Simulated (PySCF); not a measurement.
CH₃FO₂Si, SMILES O=CO[SiH2]F. Coordinates come from a PBE-D3(BJ)/def2-SVP optimisation. The structure was generated by enumeration, and PubChem lists no compound with its InChIKey, so it may never have been made. The values are those of a single conformer.

Calculation: PBE-D3(BJ)/def2-SVP run with PySCF.

Harmonic wavenumbers (cm⁻¹): 105, 107, 251, 255, 656, 663, 723, 784, 854, 892, 942, 1001, 1202, 1331, 1750, 2230, 2254, 2970. Rotational constants (GHz): 13.25, 2.353, 2.051; symmetry number 1.

Question: Work out the zero-point energy and the ideal-gas rigid-rotor harmonic-oscillator thermochemistry at 298.15 K and 1 atm.

Answer: ZPE = ½ Σ hcν = ½ × 18971 cm⁻¹ = 27.12 kcal/mol. H − E(el) = 31.43 kcal/mol. Entropy in cal/(mol K): translation 39.54, rotation 26.02, vibration 11.91, total 77.46. G − E(el) = 8.33 kcal/mol. Cp = 20.91 cal/(mol K). Modes under 150 cm⁻¹ make the vibrational entropy uncertain.
